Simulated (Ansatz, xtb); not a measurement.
**Relative energy of two isomers of C3H6BrF**

Structure X is `C[C@@H](F)CBr`, a singlet and structure Y is `CC(C)(F)Br`, a singlet. Both are isolated molecules in the gas phase, relaxed with B3LYP-D3(BJ)/def2-SVP, each in the lowest conformer that the search found.

Task: Estimate E(Y) − E(X) at the level CCSD(T)/def2-SVP + ΔMP2/def2-TZVPP.

Result: Calculated at CCSD(T)/def2-SVP + ΔMP2/def2-TZVPP: E(Y) − E(X) = −3.0 kcal/mol, so structure Y lies lower.

Level by level:

```csv
level,geometry,E(Y) − E(X) (kcal/mol),departure from the last row (kcal/mol),"job, with rough time for the two"
GFN2-xTB,GFN2-xTB,−2.0,+1.0,"optimisation, 0.11 s"
HF/STO-3G,GFN2-xTB,−3.9,−0.9,"single point, 0.48 s"
r2SCAN-D4/def2-SVP,GFN2-xTB,−5.5,−2.5,"single point, 6.9 s"
B3LYP-D3(BJ)/def2-SVP,B3LYP-D3(BJ)/def2-SVP,−3.8,−0.8,"optimisation, 37 s"
HF/def2-SVP,B3LYP-D3(BJ)/def2-SVP,−1.1,+1.9,part of the CCSD(T) run
MP2/def2-SVP,B3LYP-D3(BJ)/def2-SVP,−4.4,−1.4,part of the CCSD(T) run
CCSD(T)/def2-SVP,B3LYP-D3(BJ)/def2-SVP,−3.8,−0.8,single point
CCSD(T)/def2-SVP + ΔMP2/def2-TZVPP,B3LYP-D3(BJ)/def2-SVP,−3.0,,"single point, 80 s"
```

As drawn, both hold the same kinds of bond in the same numbers. Structure X has 1 methyl group, Y 2.

None of the levels shown reverses the order. The largest departure from CCSD(T)/def2-SVP + ΔMP2/def2-TZVPP is that of r2SCAN-D4/def2-SVP, 2.5 kcal/mol. The last row adds to CCSD(T) the change of the MP2 difference between the two basis sets, here +0.8 kcal/mol.

With thermal terms from frequencies at re-optimised GFN2-xTB minima (ideal gas, soft modes damped towards free rotors, one conformer each, 298.15 K, 1 atm): the zero-point term adds −0.5 kcal/mol; ΔH is −3.4 and ΔG −3.2 kcal/mol.

The correlated steps freeze 13 core orbitals; the filled d shell of Br is correlated, in a basis made for valence electrons. Mirror images aren't counted in ΔG. Run with Ansatz 0.2.0, xtb 6.7.1; the last row on 2 threads of Arm Neoverse V1 on a shared host.
